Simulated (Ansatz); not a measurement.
The same molecule with X = C, Si, Ge. Ansatz, PBE0-D4/def2-TZVP geometries, multiplicity 1.

Scalar relativity is left out up to krypton.

| X | molecule | mean X–B bond length / Å | mean X–H bond length / Å | HOMO energy (PBE/def2-TZVPP) / eV | HOMO–LUMO gap (ωB97M-V/def2-TZVPP) / eV | HOMO–LUMO gap (PBE0/def2-TZVPP) / eV |
| --- | --- | --- | --- | --- | --- | --- |
| C | `BBC` | 1.564 | 1.095 | -6.68 | 10.65 | 6.46 |
| Si | `BB[SiH3]` | 2.026 | 1.489 | -6.82 | 9.96 | 5.83 |

(1) Give the row for X = Ge, `B[BH][GeH3]`. (An estimate is asked.)

## Answers

(1) Computed: 
| X | molecule | mean X–B bond length / Å | mean X–H bond length / Å | HOMO energy (PBE/def2-TZVPP) / eV | HOMO–LUMO gap (ωB97M-V/def2-TZVPP) / eV | HOMO–LUMO gap (PBE0/def2-TZVPP) / eV |
| --- | --- | --- | --- | --- | --- | --- |
| Ge | `B[BH][GeH3]` | 2.082 | 1.540 | -6.74 | 9.90 | 5.80 |

From C to Ge the mean X–B bond length rises at each step, by 0.518 Å in all; the mean X–H bond length rises at each step, by 0.445 Å in all; the HOMO energy (PBE/def2-TZVPP) isn't monotonic: highest at C, lowest at Si; the HOMO–LUMO gap (ωB97M-V/def2-TZVPP) falls at each step, by 0.75 eV in all; the HOMO–LUMO gap (PBE0/def2-TZVPP) falls at each step, by 0.66 eV in all. Bonds lengthen as the atom grows down the group.
